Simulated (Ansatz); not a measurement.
`[CH3][Sn]([CH3])([F])[F]` → `[F][Sn][F]` + ethane at 700 K and 1 bar (stannylene formation by 1,1-elimination).

Isolated molecules relaxed with PBE0-D4/def2-TZVP in Ansatz; ΔE leaves out vibrations. CCSD(T)/CBS is the MP2 limit (def2-TZVPP, def2-QZVPP) plus CCSD(T) − MP2 in def2-TZVPP, frozen cores. This one scheme is used for every species. def2 core potentials past Kr. For Sn outer-core shells are correlated without core-valence functions, which leaves a few kJ/mol of doubt a bond.

| species | CCSD(T)/CBS energy (Eh) | H − E (kJ/mol) | S (J/(mol·K)) |
| --- | --- | --- | --- |
| `[CH3][Sn]([CH3])([F])[F]` | -493.41870 | 287.1 | 520.5 |
| `[F][Sn][F]` | -413.70076 | 42.3 | 327.6 |
| `CC` | -79.71954 | 238.1 | 289.3 |

H − E and S are ideal-gas, rigid-rotor, harmonic terms from PBE0-D4/def2-TZVP. 1 Eh = 2625.50 kJ/mol, R = 8.31446 J/(mol·K).

Question: By hand: ΔE, ΔH, ΔS and ΔG.

Answer: ΔE = (-413.70076) + (-79.71954) − (-493.41870) = -0.00160 Eh = -4.2 kJ/mol. Δ(H − E) = 42.3 + 238.1 − 287.1 = -6.7, so ΔH = -10.9 kJ/mol. ΔS = 327.6 + 289.3 − 520.5 = 96.4 J/(mol·K). ΔG = -10.9 − 700 × (96.4)/1000 = -78.4 kJ/mol.

Question: By hand: the equilibrium constant, and the temperature at which ΔG would vanish if ΔH and ΔS stayed fixed.

Answer: log₁₀ K = −ΔG/(RT ln 10) = 5.9. ΔH and −TΔS have one sign here, so there is no such temperature.

The number of gas molecules changes by +1, which sets the sign of ΔS. A doubt of 5 kJ/mol in ΔE shifts log₁₀ K by 0.4 here. Modes under 60 cm⁻¹, often nearly free rotors, make the harmonic entropy too high. These are equilibria of isolated gas molecules and say nothing of rates. Largest T1 diagnostic: 0.017 (customary marks: 0.02 for closed shells, 0.045 for open ones).
